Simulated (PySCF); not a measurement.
Be⁺: excitation energy

Be⁺ [He] 2s1 (2S) → Be⁺ [He] 2p1 (2P), as a difference of total energies. Computed with PySCF 2.14 in aug-cc-pCVQZ (9s8p6d4f2g, 109 functions), with no relativity, point nucleus. Correlated levels: valence and next inner shell: nothing frozen. The calculations carry no spin-orbit coupling.

| method | excitation energy (cm⁻¹) |
| --- | --- |
| UHF | 32161 |
| LDA | 28182 |
| PBE | 27772 |
| PBE0 | 28923 |
| r2SCAN | 28430 |
| LC-wPBE | 29988 |
| TPSSh | 28528 |
| M06-2X | 30485 |
| MP2 (valence and next inner shell) | 31998 |
| SCS-MP2 (valence and next inner shell) | 32102 |

Errors of the correlated levels include the incompleteness of this basis.

For comparison: 31933 cm⁻¹ (measured; NIST levels, between the centres of gravity of the two terms).
